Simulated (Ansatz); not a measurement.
Consider the ligand exchange at the Si–C bond: `O[Si](F)(F)CCl` + H–F → `O[Si](F)(F)F` + `CCl`.

Gas-phase electronic energies from Ansatz, PBE0-D4/def2-TZVP geometries. CCSD(T)/CBS is the MP2 limit (def2-TZVPP, def2-QZVPP) plus CCSD(T) − MP2 in def2-TZVPP, frozen cores. This one scheme is used for every species. DFT in def2-TZVPP. One conformer a species, not always the lowest.

`O[Si](F)(F)CCl`:

Cartesian coordinates in Å:
```
O -1.214 -0.568 -1.275
Si 0.192 -0.627 -0.485
F 0.399 -2.127 -0.040
F 1.406 -0.244 -1.424
C 0.241 0.473 1.013
Cl -0.258 2.118 0.513
H -1.554 0.291 -1.533
H -0.451 0.138 1.786
H 1.239 0.546 1.445
```

H–F:

```xyz
2

F     0.161    0.428   -0.048
H    -0.161   -0.428    0.048
```

`O[Si](F)(F)F`:

Cartesian coordinates in Å:
```
O -0.071 -0.103 1.268
Si -0.076 0.159 -0.315
F -0.691 -1.043 -1.120
F 1.369 0.396 -0.887
F -0.939 1.437 -0.581
H 0.407 -0.846 1.635
```

`CCl`:

Z-matrix (Å, degrees):
```
C
Cl 1 1.773
H 1 1.088 2 108.6
H 1 1.087 2 108.7 3 -120.0
H 1 1.088 2 108.7 3 120.0
```

(1) Is it downhill or uphill in electronic energy at CCSD(T)/CBS, and by how much? (An estimate is asked.)

(2) What do these levels give: PBE-D4, PBE-QIDH, r2SCAN, PBE0, BHLYP, HF/CBS(def2)? (An estimate is asked.)

Largest T1 diagnostic among the species: 0.011.

## Answers

(1) Ansatz gave: Downhill: ΔE = -1.57 eV.

(2) Ansatz gave: PBE-D4 -1.43, PBE-QIDH -1.59, r2SCAN -1.63, PBE0 -1.55, BHLYP -1.76, HF/CBS(def2) -1.93 eV.

In def2-TZVPP, CCSD(T) changes the Hartree–Fock value by +0.31 eV (the triples alone add +0.05 eV) and MP2 by +0.31 eV. From BLYP to BHLYP (50 % exact exchange), in def2-TZVPP and without D4, ΔE moves by −0.10 eV. The D4 term adds +0.11 eV with B3LYP and +0.06 eV with PBE0; it sums over pairs of atoms, weighted by their polarisabilities, and B3LYP, whose exchange is more repulsive, gets the larger term.

B3LYP here is the variant with VWN-RPA as its local correlation; programs differ in this.
